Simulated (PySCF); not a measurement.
## Levels along the 13-electron series

One electron added to the closed shell [Ne] 3s2: EOM-EA-CCSD calculated with PySCF 2.14, two-component X2C-1e with screened spin-orbit coupling, each ion in its own even-tempered basis, 1s2 frozen, the virtual space cut to natural spinors and corrected at second order; no Breit or QED terms. Binding energy of 3p1/2 and energies of the other levels above it, in eV.

```tsv
ion	3p1/2 binding	3p3/2 − 3p1/2	3d3/2 − 3p1/2	NIST ionisation energy
Sn³⁷⁺	2524.6	58.551	200.48	2499 ± 11 (s)
Sb³⁸⁺	2655.7	64.223	209.87	2654 ± 4 (t)
I⁴⁰⁺	2928.6	76.850	230.00	2926 ± 4 (t)
Xe⁴¹⁺	3070.5	83.851	240.79	3068 ± 4 (t)
Cs⁴²⁺	3216.1	91.342	252.05	3214 ± 4 (t)
Ba⁴³⁺	3365.3	99.351	263.88	3363 ± 4 (t)
La⁴⁴⁺	3518.3	107.90	276.23	3515 ± 4 (t)
Ce⁴⁵⁺	3675.1	117.02	289.17	3672 ± 4 (t)
Pr⁴⁶⁺	3835.7	126.75	302.81	3832 ± 4 (t)
```

**Question.** Estimate the missing row, Te³⁹⁺.

**Answer.** The calculation gives 3p1/2 binding 2790.3; 3p3/2 − 3p1/2 70.315; 3d3/2 − 3p1/2 219.73. The NIST ionisation energy is 2788 ± 4 (t).

Each ion has its own basis, which adds noise of up to about 0.1 % of the binding energies along the series.

The 3p interval goes from 58.55 to 126.7 eV, as Z to the power 4.67; a hydrogen-like ion gives 4, and the power is higher where the screened charge Z − σ still grows faster than Z or where Zα is large.

NIST values marked (s) are semi-empirical, (t) theoretical.
